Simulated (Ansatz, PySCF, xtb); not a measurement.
Reaction R1 + R2 → 2 P1, each structure at its B3LYP-D3(BJ)/def2-TZVP stationary point, reached from a drawn start (curvature not checked).
R1: Cl2 (SMILES ClCl), charge 0, multiplicity 1.
R2: I2 (SMILES II), charge 0, multiplicity 1.
P1: ClI (SMILES ClI), charge 0, multiplicity 1.

| level | reaction energy (kcal/mol) |
|---|---|
| GFN1-xTB | -2.35 |
| GFN2-xTB | -1.09 |
| HF/def2-SVP | -5.37 |
| HF/def2-TZVPP | -5.64 |
| HF/def2-QZVPP | -6.19 |
| SVWN5/def2-TZVPP | -4.33 |
| PBE/def2-TZVPP | -4.97 |
| PBE-D3(BJ)/def2-TZVPP | -4.94 |
| PBE-D4/def2-TZVPP | -4.91 |
| BLYP/def2-TZVPP | -6.00 |
| BLYP-D3(BJ)/def2-TZVPP | -5.89 |
| BLYP-D4/def2-TZVPP | -5.96 |
| revPBE/def2-TZVPP | -5.06 |
| revPBE-D3(BJ)/def2-TZVPP | -5.11 |
| revPBE-D4/def2-TZVPP | -5.17 |
| r2SCAN/def2-TZVPP | -5.28 |
| r2SCAN-D4/def2-TZVPP | -5.27 |
| B97M-V/def2-TZVPP | -8.83 |
| B3LYP/def2-TZVPP | -5.74 |
| PBE0/def2-TZVPP | -4.73 |
| PBE0-D3(BJ)/def2-TZVPP | -4.67 |
| PBE0-D4/def2-TZVPP | -4.68 |
| BHLYP/def2-TZVPP | -5.68 |
| BHLYP-D3(BJ)/def2-TZVPP | -5.36 |
| BHLYP-D4/def2-TZVPP | -5.32 |
| M06-2X/def2-TZVPP | -4.18 |
| CAM-B3LYP/def2-TZVPP | -6.02 |
| CAM-B3LYP-D4/def2-TZVPP | -5.95 |
| wB97X-V/def2-TZVPP | -5.79 |
| wB97M-V/def2-TZVPP | -5.61 |
| B2PLYP/def2-TZVPP | -5.86 |
| B2PLYP-D3(BJ)/def2-TZVPP | -5.68 |
| B2PLYP-D4/def2-TZVPP | -5.84 |
| MP2/def2-SVP | -3.82 |
| MP2/def2-QZVPP | -6.42 |
| CCSD/def2-TZVPP | -5.88 |
| CCSD/def2-QZVPP | -6.04 |
| CCSD(T)/def2-SVP | -3.86 |
| CCSD(T)/def2-TZVPP | -5.78 |
| CCSD(T)/def2-QZVPP | -5.91 |

P less R. No zero-point or thermal terms; no spin–orbit coupling.

Cores are frozen in the correlated methods. In cc and def2 sets filled d and f shells under p-block atoms count as core.

The values were computed with Ansatz (a program for electronic structure) with Gaussian orbitals; PySCF for M06-2X and the D3/D4 terms; xtb for the GFN methods. No computed number here is a measurement. Elements past Kr take the def2 small-core potentials, without spin–orbit coupling.
